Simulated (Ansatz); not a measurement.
bis(4-tert-butylphenyl)iodonium cyclic bis(sulfonyl)imide, `CC(C)(C)c1ccc([I+]c2ccc(C(C)(C)C)cc2)cc1.O=S1(=O)[N-]S(=O)(=O)C(F)(F)C(F)(F)C1(F)F`, relaxed as a singlet with RKS PBE-D4/def2-SVP in Ansatz, starting from the GFN2-xTB geometry. Force threshold 0.03 eV/Å.

In the def2 sets I takes a core potential; there is no spin–orbit coupling. Single mean-field runs in def2-SVP are fitted with def2-universal-jkfit. In the singlet geometry the species has come apart into loosely held pieces.

Start:

```xyz
63

C     0.732   -6.541    1.774
C     0.490   -5.412    2.786
C    -0.325   -6.016    3.938
C     1.831   -4.895    3.321
C    -0.216   -4.226    2.147
C     0.013   -3.886    0.813
C    -0.620   -2.811    0.216
C    -1.480   -2.053    0.981
I    -2.602   -0.475    0.089
C    -2.019    1.352   -0.859
C    -1.589    1.289   -2.169
C    -1.216    2.465   -2.785
C    -1.274    3.694   -2.129
C    -0.855    4.947   -2.880
C     0.450    4.655   -3.641
C    -0.624    6.136   -1.945
C    -1.974    5.309   -3.869
C    -1.753    3.710   -0.824
C    -2.116    2.541   -0.173
C    -1.716   -2.328    2.312
C    -1.077   -3.415    2.883
H    -0.202   -6.834    1.298
H     1.134   -7.410    2.291
H     1.442   -6.259    1.004
H     0.206   -6.875    4.342
H    -1.295   -6.355    3.579
H    -0.474   -5.314    4.753
H     2.414   -4.445    2.524
H     1.669   -4.136    4.080
H     2.400   -5.710    3.757
H     0.690   -4.459    0.203
H    -0.435   -2.577   -0.820
H    -1.517    0.352   -2.694
H    -0.853    2.405   -3.797
H     1.141    4.114   -3.002
H     0.918    5.581   -3.957
H     0.273    4.063   -4.532
H    -0.200    6.962   -2.510
H    -1.556    6.484   -1.507
H     0.068    5.870   -1.150
H    -2.877    5.593   -3.335
H    -2.211    4.465   -4.511
H    -1.660    6.144   -4.490
H    -1.827    4.631   -0.271
H    -2.453    2.566    0.849
H    -2.389   -1.720    2.896
H    -1.283   -3.626    3.920
O    -0.778    0.693    1.900
S     0.431    0.227    1.289
O     1.195   -0.738    1.994
N     0.150   -0.045   -0.231
S     1.323   -0.536   -1.170
O     0.834   -0.663   -2.501
O     2.112   -1.586   -0.631
C     2.381    1.027   -1.164
F     3.487    0.830   -1.905
F     1.667    1.987   -1.793
C     2.755    1.479    0.249
F     3.477    0.505    0.837
F     3.576    2.565    0.208
C     1.528    1.760    1.120
F     1.915    2.221    2.327
F     0.760    2.726    0.567
```

(1) Estimate the energy that the relaxation releases and the steps that it takes.

(2) Does the start keep its bonding and symmetry?

(3) Predict the relaxed structure.

Results:

(1) 2.00 eV, in 26 steps; 4.1 min on 2 threads of AMD EPYC 7R13 on a shared host and a share (18 GiB) of an NVIDIA H100 80GB HBM3. No frequencies were taken in this run, so the end may be a saddle point.

(2) Bonds lost: I9–N51 (atoms count from 1). The end holds 2 separate pieces.

(3) 
```xyz
63

C     1.476   -5.323    1.338
C     0.731   -4.471    2.381
C     0.108   -5.403    3.447
C     1.752   -3.519    3.043
C    -0.398   -3.652    1.742
C    -0.762   -3.807    0.390
C    -1.762   -3.025   -0.202
C    -2.406   -2.087    0.606
I    -3.780   -0.761   -0.335
C    -2.621    0.921   -0.977
C    -1.967    0.863   -2.211
C    -1.291    2.014   -2.629
C    -1.243    3.186   -1.840
C    -0.515    4.436   -2.359
C     0.918    4.083   -2.820
C    -0.412    5.531   -1.282
C    -1.321    4.988   -3.559
C    -1.895    3.164   -0.592
C    -2.590    2.034   -0.138
C    -2.105   -1.894    1.958
C    -1.100   -2.696    2.511
H     0.817   -6.080    0.863
H     2.301   -5.874    1.833
H     1.918   -4.683    0.549
H     0.902   -6.004    3.936
H    -0.624   -6.103    2.995
H    -0.414   -4.828    4.239
H     2.167   -2.810    2.302
H     1.301   -2.915    3.854
H     2.577   -4.115    3.484
H    -0.226   -4.519   -0.250
H    -1.977   -3.122   -1.274
H    -1.943   -0.050   -2.820
H    -0.764    1.976   -3.594
H     1.521    3.680   -1.986
H     1.418    4.994   -3.208
H     0.925    3.331   -3.633
H     0.143    6.401   -1.687
H    -1.408    5.899   -0.961
H     0.134    5.171   -0.388
H    -2.353    5.261   -3.257
H    -1.392    4.246   -4.379
H    -0.830    5.897   -3.965
H    -1.854    4.035    0.074
H    -3.060    2.035    0.853
H    -2.582   -1.108    2.557
H    -0.828   -2.530    3.562
O    -0.796    1.124    2.083
S     0.376    0.377    1.565
O     1.165   -0.464    2.493
N    -0.082   -0.296    0.151
S     0.990   -1.109   -0.769
O     0.291   -1.467   -2.026
O     1.838   -2.122   -0.096
C     2.201    0.280   -1.222
F     3.267   -0.245   -1.862
F     1.564    1.132   -2.065
C     2.713    1.077    0.016
F     3.509    0.267    0.746
F     3.466    2.120   -0.452
C     1.623    1.677    0.957
F     2.237    2.236    2.021
F     0.949    2.648    0.286
```
Bond lengths: 22 × C–C 1.39 to 1.56 Å; 6 × C–F 1.35 to 1.37 Å; 4 × O–S 1.48 Å; 2 × C–I 2.13 to 2.14 Å; 2 × C–S 1.90 Å; 2 × N–S 1.63 Å; 26 × C–H 1.10 to 1.11 Å.
